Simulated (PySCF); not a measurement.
# Strontium: a sound run and one with changed settings

Sound run: Sr²⁺ [Kr], Sr³⁺ [Ar] 3d10 4s2 4p5. Calculation: PySCF 2.14, in Sapporo-DKH3-DZP-2012; the spin-free X2C one-electron Hamiltonian (Gaussian nucleus). The sound run starts from symmetry-adapted Hartree-Fock orbitals and uses a fine grid where one is needed.

A second run was set up differently.

```
species  method  sound run (hartree)  changed run (hartree)  converged
   Sr²⁺     UHF          -3176.60020            -3176.59987         no
   Sr²⁺    MN15          -3180.57033            -3180.56644         no
   Sr²⁺    BP86          -3178.85814            -3178.84729         no
   Sr³⁺     UHF          -3175.05324            -3175.05146         no
   Sr³⁺    MN15          -3178.98874            -3178.97335         no
   Sr³⁺    BP86          -3177.27247            -3177.23637         no
```

(1) What was changed?
A. radial grid too coarse
B. a valence shell is frozen
C. too few SCF iterations
D. all electrons correlated in a valence basis

Results:

(1) C. It used initial guess sap, at most 2 SCF cycles. The SCF was stopped early; the energies are upper bounds that still move, and correlated levels were skipped or rest on poor orbitals.
